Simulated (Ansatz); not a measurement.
Isolated molecules relaxed with PBE0-D4/def2-TZVP in Ansatz; ΔE leaves out vibrations. CCSD(T)/CBS adds triple-zeta CCSD(T) − MP2 to the extrapolated MP2 energy (def2 sets, frozen cores). DFT in def2-TZVPP. B3LYP here is the variant with VWN-RPA as its local correlation; programs differ in this. Each species was taken in one conformer, which may not be the lowest.

Consider the redistribution: `[AlH2][O]C[SiH3]` + `C=C[Si](N)(N)O` → `N[Si](N)(O)[SiH3]` + `C=CC[O][AlH2]`.

```csv
level,ΔE (kJ/mol)
B3LYP-D4,18.7
r2SCAN,16.3
B3LYP,16.4
CCSD(T)/def2-TZVPP,19.9
```

(1) What does CCSD(T)/CBS give? (Estimate.)

Largest T1 diagnostic among the species: 0.013.

## Answers

(1) Computed: +19.9 kJ/mol. The listed levels differ from it by -1.2, -3.6, -3.5, 0.0 kJ/mol.

From PBE to PBE0 (25 % exact exchange), in def2-TZVPP and without D4, ΔE moves by +3.0 kJ/mol.
